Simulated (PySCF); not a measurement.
C2H6Cl2Sn, SMILES [Cl][Sn]([CH3])([Cl])[CH3], CAM-B3LYP/def2-SVP optimised geometry.

```
11

C     -1.49    -1.97    -1.85
Sn    -0.85    -1.13     0.00
C     -1.49    -1.98     1.85
Cl    -1.50     1.13     0.00
Cl     1.50    -1.13     0.00
H     -1.27    -3.05    -1.87
H     -0.96    -1.48    -2.67
H     -2.57    -1.81    -1.97
H     -1.12    -1.34     2.67
H     -1.07    -2.99     1.96
H     -2.58    -2.02     1.88
```

Density from PySCF 2.14.0 with CAM-B3LYP/def2-TZVP, def2 effective core potentials past Kr at that geometry. The core electrons that the potentials of Sn replace are not part of the density.

Minimum of the electron density along straight lines between bonded atoms, close to the bond critical point (lines longer than 1.1 times the sum of covalent radii, or with two minima, are not listed):

```tsv
bond	length / Å	ρ at the minimum / e bohr⁻³	∇²ρ there / e bohr⁻⁵	position (fraction from the first atom)
C1–Sn2	2.130	0.110	0.10	0.49
Sn2–C3	2.130	0.110	0.10	0.51
Sn2–Cl4	2.355	0.085	0.17	0.47
Sn2–Cl5	2.356	0.085	0.17	0.47
C1–H6	1.098	0.271	-0.91	0.65
C1–H7	1.097	0.272	-0.91	0.65
C1–H8	1.098	0.271	-0.91	0.65
C3–H9	1.097	0.272	-0.91	0.65
C3–H10	1.098	0.271	-0.91	0.65
C3–H11	1.098	0.271	-0.91	0.65
```
